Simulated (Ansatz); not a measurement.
One change: `BC[O][Al]([F])[SH]` becomes `C[O][Al]([F])[SH]`.

Ansatz, PBE0-D4/def2-TZVP geometries, multiplicity 1. Each molecule was computed in one conformer, which needn't be the lowest.

```tsv
property	`BC[O][Al]([F])[SH]`
LUMO energy (B3LYP/def2-TZVPP) / eV	-1.88
HOMO energy (ωB97M-V/def2-TZVPP) / eV	-10.04
size of the dipole moment (ωB97M-V/def2-TZVPP) / D	2.15
LUMO energy (PBE0/def2-TZVPP) / eV	-1.63
HOMO–LUMO gap (PBE/def2-TZVPP) / eV	3.87
HOMO–LUMO gap (B3LYP/def2-TZVPP) / eV	5.69
```

Task: What does the change do to each property? (An estimate is asked.)

Result: Ansatz gave: 
| property | `C[O][Al]([F])[SH]` | shift |
| --- | --- | --- |
| LUMO energy (B3LYP/def2-TZVPP) / eV | -0.93 | 0.95 |
| HOMO energy (ωB97M-V/def2-TZVPP) / eV | -10.06 | -0.02 |
| size of the dipole moment (ωB97M-V/def2-TZVPP) / D | 1.01 | -1.14 |
| LUMO energy (PBE0/def2-TZVPP) / eV | -0.64 | 0.99 |
| HOMO–LUMO gap (PBE/def2-TZVPP) / eV | 5.10 | 1.23 |
| HOMO–LUMO gap (B3LYP/def2-TZVPP) / eV | 6.66 | 0.97 |

Dipoles are sizes alone; their direction can turn.

B3LYP here is the variant with VWN-RPA as its local correlation; programs differ in this.
